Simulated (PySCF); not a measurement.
**Electron correlation in P²⁺ (phosphorus, charge +2)**

[Ne] 3s2 3p1, 2P determinant. Computed with PySCF 2.14 in ANO-RCC-VTZP, with scalar relativity by spin-free X2C-1e. Frozen: 1s2; 11 electrons correlated.

```csv
level,correlation energy (mhartree)
CCSD,-81.24
(T),-1.45
CCSD(T),-82.69
CCSDT,-83.09
```

Diagnostics: T1 = 0.0064, D1 = 0.0274, largest double amplitude 0.106.

Cost of the coupled-cluster step: about 1.8 core-seconds, for 11 correlated electrons.

Iterations:

```
CC2 = 0
CCSD nocc = (np.int64(6), np.int64(5)), nmo = (33, 33)
frozen orbitals [[0], [0]]
max_cycle = 100
direct = 0
conv_tol = 1e-08
conv_tol_normt = 1e-06
diis_space = 8
diis_start_cycle = 0
Init t2, MP2 energy = -0.0624685020156611
Init E_corr(UCCSD) = -0.0624685020159294
cycle = 1  E_corr(UCCSD) = -0.0744088441098156  dE = -0.0119403421  norm(t1,t2) = 0.0504305
cycle = 2  E_corr(UCCSD) = -0.0784620666092825  dE = -0.0040532225  norm(t1,t2) = 0.0212777
cycle = 3  E_corr(UCCSD) = -0.0812452713595  dE = -0.00278320475  norm(t1,t2) = 0.00987177
cycle = 4  E_corr(UCCSD) = -0.0812308858557801  dE = 1.43855037e-05  norm(t1,t2) = 0.00119359
cycle = 5  E_corr(UCCSD) = -0.0812454099613986  dE = -1.45241056e-05  norm(t1,t2) = 0.000162403
cycle = 6  E_corr(UCCSD) = -0.0812442285113469  dE = 1.18145005e-06  norm(t1,t2) = 2.97449e-05
cycle = 7  E_corr(UCCSD) = -0.0812438973891913  dE = 3.31122156e-07  norm(t1,t2) = 9.29341e-06
cycle = 8  E_corr(UCCSD) = -0.0812441752690059  dE = -2.77879815e-07  norm(t1,t2) = 2.37787e-06
cycle = 9  E_corr(UCCSD) = -0.0812440745984011  dE = 1.00670605e-07  norm(t1,t2) = 4.1445e-07
cycle = 10  E_corr(UCCSD) = -0.0812440871722042  dE = -1.25738031e-08  norm(t1,t2) = 8.93755e-08
cycle = 11  E_corr(UCCSD) = -0.081244085547212  dE = 1.62499215e-09  norm(t1,t2) = 2.47267e-08
UCCSD converged
E(UCCSD) = -340.5465912064926  E_corr = -0.08124408554721205
UCCSD(T) correction = -0.00145218646013839
```
